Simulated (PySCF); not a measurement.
Atoms are numbered as in `[CH3:1][CH2:2][O:3][C:4](=[O:5])[c:6]1[cH:7][cH:8][c:9]([F:10])[cH:11][cH:12]1`. Each H is labelled by its parent atom.

- geometry: GFN2-xTB
- GIAO PBE0/pcSseg-1 shieldings
- run in PySCF 2.14.0 with density-fitted response routines
- relativity neglected, in vacuum, single conformer, fast rotation and ring inversion assumed for equivalent nuclei

δ = σ(ref) − σ, references computed at the same level: TMS for ¹³C.

Do the ¹³C shifts follow the atomic charges (in e)? Tabulate both.

Results:


| atoms | hybridisation | δ (ppm) | σ para (ppm) | Hirshfeld | IAO | Mulliken | ESP-fitted |
| --- | --- | --- | --- | --- | --- | --- | --- |
| C9 | sp2 | 176.3 | -248 | +0.10 | +0.31 | +0.34 | +0.41 |
| C4 | sp2 | 171.2 | -236 | +0.20 | +0.51 | +0.66 | +0.78 |
| C7/C12 | sp2 | 139.2 | -202 | -0.03 | -0.12 | +0.07 | -0.06 |
| C6 | sp2 | 130.9 | -206 | -0.03 | -0.07 | -0.44 | -0.23 |
| C8/C11 | sp2 | 120.9 | -191 | -0.06 | -0.19 | -0.13 | -0.31 |
| C2 | sp3 | 64.4 | -120 | +0.01 | -0.05 | +0.00 | +0.31 |
| C1 | sp3 | 16.0 | -76 | -0.12 | -0.43 | -0.27 | -0.42 |

Correlation coefficients of δ with charge over these carbons: Hirshfeld +0.72, IAO +0.80, Mulliken +0.60, ESP-fitted +0.57; with the paramagnetic shielding -1.00. Among the 5 sp2 carbons alone: Hirshfeld +0.91, IAO +0.93, Mulliken +0.85, ESP-fitted +0.93. With so few points, grouped by hybridisation, these coefficients are fragile. Charge is one influence among several: hybridisation and low-lying excitations act through the paramagnetic term.

Shifts are as computed. Against solution values, carbons near 30 ppm lie about +3 ppm off and those near 130 ppm about +5 ppm. Of 1211 compounds with measured shifts, 218 miss one by over three times the rms of a fit or turn the order of signals round; such compounds aren't used in these exercises.
